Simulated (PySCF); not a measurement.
Zn(Br)(SeH) (BrHSeZn), SMILES [SeH][Zn][Br].

Geometry optimised at B3LYP-D3(BJ)/def2-SVP. The structure was generated by enumeration; whether it is a known compound was not checked. One conformer was computed; it need not be the lowest.

Two levels are set side by side: TDA-PBE/def2-SVPD (PySCF) and TDA-M06-2X/def2-SVPD (PySCF). Vertical, same geometry. The lowest singlet is HOMO→LUMO 100 % with PBE and HOMO→LUMO 95 % with the other functional; states are paired by order. Differences are taken from unrounded values.

| quantity | TDA-M06-2X | TDA-PBE | TDA-PBE minus TDA-M06-2X |
|---|---|---|---|
| lowest singlet excitation (eV) | 4.58 | 3.94 | -0.64 |
| lowest triplet excitation (TDA) (eV) | 4.28 | 3.61 | -0.67 |
| first bright state (f over 0.05) (eV) | 6.56 | 6.30 | -0.26 |
| its oscillator strength | 0.07 | 0.11 | 0.04 |

A lower first singlet is the usual sign of a functional without exact exchange. Differences between two approximate levels are no errors against the true value.

Rough cost on one machine, each run with all the roots and properties that it gave: TDA-M06-2X against TDA-PBE about 8 times.
